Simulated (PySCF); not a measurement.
**In (indium, neutral) across methods**

[Kr] 4d10 5s1 5p2, high-spin 4P determinant (an excited configuration). Computed with PySCF 2.14 in ANO-RCC-VTZP (7s6p4d2f1g, 68 functions), with the spin-free X2C one-electron Hamiltonian (Gaussian nucleus).

| method | E (hartree) | mean ε 4d β (eV) | mean ε 5s α (eV) | mean ε 5p α (eV) | Σ⟨r²⟩ (bohr²) | ⟨S²⟩ |
| --- | --- | --- | --- | --- | --- | --- |
| wB97X-V | -5880.30 | -24.695 | -13.457 | -6.441 | 61.74 | 3.752 |
| PBE0 | -5880.26 | -22.127 | -11.013 | -4.599 | 61.65 | 3.752 |
| PBE | -5880.17 | -19.677 | -9.752 | -3.755 | 61.95 | 3.752 |
| BP86 | -5881.28 | -19.790 | -9.900 | -3.854 | 61.87 | 3.752 |
| UHF | -5877.94983 | -28.567 | -14.182 | -6.764 | 62.47 | 3.754 |
| LDA | -5874.72 | -19.829 | -9.993 | -3.833 | 61.77 | 3.752 |
| r2SCAN | -5880.60 | -20.181 | -10.190 | -4.000 | 61.33 | 3.754 |
| MN15 | -5884.67 | -22.818 | -11.625 | -4.967 | 61.10 | 3.752 |
